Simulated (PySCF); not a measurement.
## Correlation energy of Pt (platinum, neutral)

[Xe] 4f14 5d10, closed-shell 1S (an excited configuration). Computed with PySCF 2.14 in aug-cc-pVTZ-PP with ECP60MDF, with scalar relativity through the core potential. Frozen: 5s2 5p6; 10 electrons correlated.

| level | correlation energy (mhartree) |
| --- | --- |
| CCSD | -326.41 |
| (T) | -19.59 |
| CCSD(T) | -346.00 |

Diagnostics: T1 = 0.0054, D1 = 0.0077, largest double amplitude 0.020.

Task: Is a single reference adequate?

Result: Yes, within this model without spin-orbit coupling: T1 lies below 0.03 and no double amplitude reaches 0.07.
